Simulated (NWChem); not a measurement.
Species: CH₄BeS; SMILES [BeH][S]C

```xyz
7

Be    -0.4078    -1.6389    -0.0034
H     -1.2295    -2.6990    -0.0032
S      0.7872    -0.1412    -0.0050
C     -0.4104     1.2710     0.0006
H     -1.1135     1.2195    -0.8515
H      0.1949     2.1912    -0.1003
H     -0.9710     1.3200     0.9527
```
Atoms are numbered in this order, from 1.

Program: NWChem. Geometry optimised at PBE-D3(BJ)/def2-SVP; all other runs use it. Pople sets run with spherical d functions. Vzz has the sign of the potential's second derivative.

| quantity | level | value |
|---|---|---|
| Vzz S3 (a.u.) | CAM-B3LYP/def2-TZVP | ___ |
| first state with f > 0.002 (eV), C K edge, unshifted | PBE0/def2-TZVP, TDA | ___ |
| highest occupied level (eV) | BP86/def2-TZVP | -6.06 |
| vertical, lowest state with f > 0.02, singlet (eV) | PBE/6-31G*, TDA | ___ |
| dipole (D) | PBE-D3(BJ)/def2-SVP | 1.65 |
| highest harmonic frequency (cm⁻¹) | PBE-D3(BJ)/def2-SVP | 3104 |

Question: Fill in the missing entries.

Answer: 
- Vzz S3 (a.u.), value: 2.332
- first state with f > 0.002 (eV), C K edge, unshifted, value: 276.6
- vertical, lowest state with f > 0.02, singlet (eV), value: 5.85
